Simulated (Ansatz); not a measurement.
Reaction (hydrogenolysis of a C–C bond): `O=CC(F)BF` + H₂ → `FBCF` + `C=O`

Calculated with Ansatz (gas phase, PBE0-D4/def2-TZVP geometries, no zero-point term in ΔE). CBS: MP2 limit from def2 TZ/QZ plus the TZ coupled-cluster correction, frozen cores. This one scheme is used for every species. Functionals use def2-TZVPP. B3LYP here is the variant with VWN-RPA as its local correlation; programs differ in this. Each species was taken in one conformer, which may not be the lowest.

`O=CC(F)BF`:

Cartesian coordinates in Å:
```
O 1.361 1.565 0.270
C 0.216 1.295 0.055
C -0.413 -0.044 0.375
F -1.774 0.034 0.138
B 0.240 -1.237 -0.435
F 1.504 -1.518 -0.221
H -0.496 2.010 -0.410
H -0.253 -0.221 1.449
H -0.385 -1.884 -1.222
```

H₂:

Z-matrix (Å, degrees):
```
H
H 1 0.746
```

`FBCF`:

```xyz
7

F     0.163    1.336    1.363
B     0.362    0.801    0.177
C    -0.245   -0.593   -0.187
F    -0.981   -1.180    0.824
H     1.022    1.410   -0.620
H     0.563   -1.280   -0.480
H    -0.884   -0.494   -1.077
```

`C=O`:

```xyz
4

C    -0.002    0.005    0.000
O     0.407   -1.113   -0.115
H     0.516    0.758    0.627
H    -0.922    0.350   -0.513
```

```tsv
level	ΔE (kcal/mol)
PBE-D4	-4.7
ωB97X-V	-6.4
PBE	-5.9
PBE0	-7.1
B3LYP	-8.6
HF/def2-TZVPP	-11.7
SCS-MP2/def2-TZVPP	-7.7
SCS-MP2/def2-QZVPP	-7.8
```

(1) What does CCSD(T)/CBS give? (Estimate.)

Largest T1 diagnostic among the species: 0.015.

## Answers

(1) Computed: -7.1 kcal/mol. The listed levels differ from it by 2.4, 0.7, 1.2, 0.0, -1.5, -4.6, -0.6, -0.7 kcal/mol.

From PBE to PBE0 (25 % exact exchange), in def2-TZVPP and without D4, ΔE moves by −1.2 kcal/mol. The D4 term adds +1.9 kcal/mol with B3LYP and +1.0 kcal/mol with PBE0; it sums over pairs of atoms, weighted by their polarisabilities, and B3LYP, whose exchange is more repulsive, gets the larger term.
